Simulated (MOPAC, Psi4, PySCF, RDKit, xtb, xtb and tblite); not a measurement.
Two geometries of C4H14OSi2, SMILES CO[SiH2][SiH2]C(C)C, singlet, relaxed at GFN2-xTB with one dihedral held; other torsions can differ between them too.

Structure A

```
21

C     -3.9693     0.5346     0.2233
O     -2.5983     0.6189     0.4503
Si    -1.3916     0.0854    -0.5011
Si     0.4491     0.7360     0.7094
C      1.0117    -0.6186     1.9451
C     -0.0959    -0.9424     2.9438
C      1.4484    -1.8853     1.2147
H     -4.4847     0.9905     1.0696
H     -4.2443     1.0630    -0.6927
H     -4.2847    -0.5075     0.1291
H     -1.5726    -1.3595    -0.7495
H     -1.5229     0.6705    -1.8473
H      1.5803     0.9683    -0.2056
H      0.3055     1.9802     1.4842
H      1.8746    -0.2465     2.5083
H     -0.9774    -1.3187     2.4267
H     -0.3837    -0.0550     3.5036
H      0.2303    -1.7022     3.6544
H      0.6201    -2.3080     0.6485
H      2.2596    -1.6709     0.5222
H      1.7944    -2.6399     1.9211
```

Structure B

```
21

C      3.9661     0.4710     0.2037
O      2.5994     0.6474     0.4036
Si     1.3776     0.0922    -0.5140
Si    -0.4324     0.8366     0.6889
C     -1.5148     2.0145    -0.3661
C     -2.0507     1.3028    -1.6047
C     -0.7442     3.2682    -0.7696
H      4.4979     0.9817     1.0074
H      4.2764     0.8906    -0.7564
H      4.2262    -0.5902     0.2176
H      1.4950    -1.3691    -0.6730
H      1.5468     0.5852    -1.8965
H     -0.1347     1.5493     1.9429
H     -1.3061    -0.2866     1.0755
H     -2.3754     2.3289     0.2335
H     -1.2331     0.9749    -2.2446
H     -2.6340     0.4285    -1.3238
H     -2.6911     1.9657    -2.1866
H      0.1220     3.0063    -1.3754
H     -0.3962     3.8070     0.1091
H     -1.3735     3.9405    -1.3532
```

Question: Which is lower in energy at the level B3LYP-D3(BJ)/def2-SVP // GFN2-xTB (Psi4), and by how much?

Answer: A is lower, by 5.21 kJ/mol (dihedral O2–Si3–Si4–C5: 90° in A, 120° in B).

E(B) − E(A) in kJ/mol at the other levels, on the same two geometries: GFN2-xTB (xtb and tblite) -0.96; MMFF94 // GFN2-xTB (RDKit) 4.72; B3LYP/def2-SVP // GFN2-xTB (Psi4) 4.85; PBE/def2-SVP // GFN2-xTB (Psi4) 4.72; PBE-D3(BJ)/def2-SVP // GFN2-xTB (Psi4) 5.02; UFF // GFN2-xTB (RDKit) 3.84; PM7, restricted, heats of formation // GFN2-xTB (MOPAC) 3.60; PM6, restricted, heats of formation // GFN2-xTB (MOPAC) 1.93; GFN1-xTB // GFN2-xTB (xtb) 1.04; restricted B3LYP/6-31G*, spherical d, density fitting // GFN2-xTB (PySCF) 3.35; restricted BP86/6-31G*, spherical d, density fitting // GFN2-xTB (PySCF) 3.11; restricted B3LYP/LANL2DZ, with its core potentials past Ne // GFN2-xTB (PySCF) 3.39; restricted Hartree-Fock/STO-3G // GFN2-xTB (PySCF) 2.19.
